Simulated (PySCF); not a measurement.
# Simulated absorption spectrum

Species: C2H14Si4.
SMILES with atom numbers: `[CH3:1][CH2:2][SiH2:3][SiH2:4][SiH2:5][SiH3:6]` (hydrogens: H7, H8, H9 on C1; H10, H11 on C2; H12, H13 on Si3; H14, H15 on Si4; H16, H17 on Si5; H18, H19, H20 on Si6)

Computed, not measured: TDDFT CAM-B3LYP/def2-SVPD, vertical, gas phase, core orbitals frozen in the response (PySCF). The structure is a single GFN2-xTB conformer in the gas phase; no vibrational or solvent corrections. Torsions of this conformer, `[CH3:1][CH2:2][SiH2:3][SiH2:4][SiH2:5][SiH3:6]`: C1–C2–Si3–Si4 61°, C2–Si3–Si4–Si5 -139°, Si3–Si4–Si5–Si6 101°.

Each state is given a Gaussian of 0.4 eV full width at half maximum, with ε(max) = 2.175×10⁸ f / Δν̃ (Δν̃ the width in cm⁻¹). The width is an assumption, not a result. The curve ends short of the highest state used, and states not computed would add to its high-energy end.

(E (eV), ε (L mol⁻¹ cm⁻¹)): (5.68, 6), (5.72, 14), (5.76, 30), (5.80, 61), (5.85, 135), (5.89, 238), (5.93, 400), (5.97, 638), (6.01, 967), (6.05, 1395), (6.10, 2076), (6.14, 2733), (6.18, 3494), (6.22, 4377), (6.26, 5422), (6.30, 6686), (6.35, 8660), (6.39, 10576), (6.43, 12729), (6.47, 14959), (6.51, 17021), (6.55, 18628), (6.59, 19527), (6.64, 19436), (6.68, 18427), (6.72, 16804), (6.76, 14898), (6.80, 13079), (6.84, 11677), (6.89, 10842)

Question: Locate the maxima and give the states behind the curve.

Answer: 188 nm (6.61 eV), ε about 20000, made up of S2 (96%) (ε in L mol⁻¹ cm⁻¹; maxima over ε = 5, shares over 10%). The states used: S1 6.28 eV (f 0.049); S2 6.61 eV (f 0.281); S3 7.05 eV (f 0.080); S4 7.17 eV (f 0.115); S5 7.31 eV (f 0.096); S6 7.36 eV (f 0.030); S7 7.40 eV (f 0.014); S8 7.49 eV (f 0.118).

Question: What would ε be at 6.61 eV, the highest of these maxima, with half the width (0.2 eV)?

Answer: About 37800 L mol⁻¹ cm⁻¹ against 19700, a factor of about 1.9; a lone state at its own centre would give exactly 2.

Question: Coming from long wavelengths, where does ε first pass 100 L mol⁻¹ cm⁻¹?

Answer: At about 213 nm (5.83 eV), 0.45 eV below S1.

Question: On this curve, what absorbance would a 10⁻³ mol/L sample give at 193 nm over a 1 cm path?

Answer: 193 nm is 6.424 eV, where ε is about 12000 L mol⁻¹ cm⁻¹, so A = ε c l ≈ 12 (Beer–Lambert, with the gas-phase spectrum and the assumed width).

Without π bonds the low states are Rydberg-like; a valence basis with one diffuse set may place them up to an eV too high.
